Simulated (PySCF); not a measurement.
## Worked example: dipole moment from atomic charges

CH4N2OSi, SMILES N#CO[SiH2]N. Atoms are numbered in the order given.

```xyz
9

N      0.0839     2.8763     0.0000
C     -0.2131     1.7506     0.0000
O     -0.5641     0.5177     0.0000
Si     0.5054    -0.8534     0.0000
N     -0.3974    -2.2939     0.0000
H      1.2960    -0.7377    -1.2461
H      1.2960    -0.7377     1.2461
H     -0.8406    -2.6495     0.8410
H     -0.8406    -2.6495    -0.8410
```

The structure is a stationary point at B3LYP-D3(BJ)/def2-SVP. The structure was generated by enumeration, and PubChem lists no compound with its InChIKey, so it may never have been made. The values are those of a single conformer.

Charges (e) from r2SCAN/def2-TZVP (PySCF):

| atom | IAO | ESP fit |
|---|---|---|
| N1 | -0.358 | -0.531 |
| C2 | 0.312 | 0.442 |
| O3 | -0.527 | -0.266 |
| Si4 | 1.128 | 0.671 |
| N5 | -0.856 | -1.019 |
| H6 | -0.138 | -0.072 |
| H7 | -0.138 | -0.072 |
| H8 | 0.288 | 0.423 |
| H9 | 0.288 | 0.423 |

The dipole moment of the full density is 6.11 D.

**Question.** What dipole moment does each set of point charges give, and which comes closer to that of the density?

**Answer.** 
μ = Σ q r, and 1 e Å = 4.8032 D.
IAO: Σ q r = (0.269, -1.078, 0.000) e Å, |μ| = 5.34 D.
ESP fit: Σ q r = (-0.142, -1.262, 0.000) e Å, |μ| = 6.10 D.
ESP fit comes closer in size. Point charges leave out the atoms' own dipoles (lone pairs, polarised bonds); fits to the potential absorb them, partitions of the density don't.
